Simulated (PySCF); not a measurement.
Isomers of C8H7F, one conformer each; single-point electronic energies without zero-point terms and without any empirical dispersion term.

All values: PBE0/pcSseg-1 (PySCF, non-relativistic), each on one gas-phase PBE0-D3(BJ)/def2-SVP geometry that isn't relaxed in the solvent. The solvent is an IEF-PCM continuum (Bondi radii, 1.10 Å for H, scaled by 1.2). Specific hydrogen bonds and non-electrostatic terms are outside this model.

| isomer | relative energy, gas (kcal/mol) | dipole (D) |
| --- | --- | --- |
| `C=Cc1cccc(F)c1` | 0.0 | 1.43 |
| `C=Cc1ccc(F)cc1` | 0.2 | 1.22 |

Task: How do the relative energies look in chloroform (ε = 4.711)?

Result: 
```json
{"isomer": "`C=Cc1cccc(F)c1`", "relative energy, solvent (kcal/mol)": "0.0", "E(solvent) − E(gas) (kcal/mol)": "-2.9", "dipole in solvent (D)": "1.69"}
{"isomer": "`C=Cc1ccc(F)cc1`", "relative energy, solvent (kcal/mol)": "0.2", "E(solvent) − E(gas) (kcal/mol)": "-2.9", "dipole in solvent (D)": "1.46"}
```

The order is unchanged. Conformers: `[CH2:1]=[CH:2][c:3]1[cH:4][cH:5][cH:6][c:7]([F:8])[cH:9]1` with C1–C2–C3–C4 180°; `[CH2:1]=[CH:2][c:3]1[cH:4][cH:5][c:6]([F:7])[cH:8][cH:9]1` with C1–C2–C3–C4 180°. The gains span 0.0 kcal/mol, the gas-phase energies 0.2 kcal/mol.
